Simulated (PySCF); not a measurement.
Excitations are Tamm–Dancoff values on a coarser integration grid. The basis has no diffuse functions, so Rydberg states are missing or too high.

Cartesian coordinates (Å):
SMILES: C(/C=C/C[SiH3])#N
```xyz
13

N      3.7805     0.9001     1.0312
C      2.8372     0.5388     0.4743
C      1.6861     0.0991    -0.2339
C      0.6109    -0.4095     0.3787
C     -0.6325    -0.8373    -0.3076
Si    -2.0221     0.4432    -0.0968
H      1.7221     0.1968    -1.3132
H      0.6237    -0.4851     1.4614
H     -0.4666    -0.9854    -1.3771
H     -0.9967    -1.7804     0.1096
H     -3.2679    -0.0853    -0.6993
H     -1.6334     1.7015    -0.7714
H     -2.2415     0.7035     1.3443
```
Charge 0, spin multiplicity 1.

**Question.** Give the S1 excitation (TDA), T1 excitation (TDA), HOMO–LUMO gap, S1–T1 gap (TDA), LUMO, brightest of the four lowest singlets (TDA), HOMO and total energy at the level M06-2X/def2-TZVP // B3LYP-D3(BJ)/def2-TZVP run with PySCF.

**Answer.** 
- S1 excitation (TDA): 6.27 eV
- T1 excitation (TDA): 3.96 eV
- HOMO–LUMO gap: 8.27 eV
- S1–T1 gap (TDA): 2.32 eV
- LUMO: -0.55 eV
- brightest of the four lowest singlets (TDA): 6.27 eV
- HOMO: -8.82 eV
- total energy: -500.8128 Ha
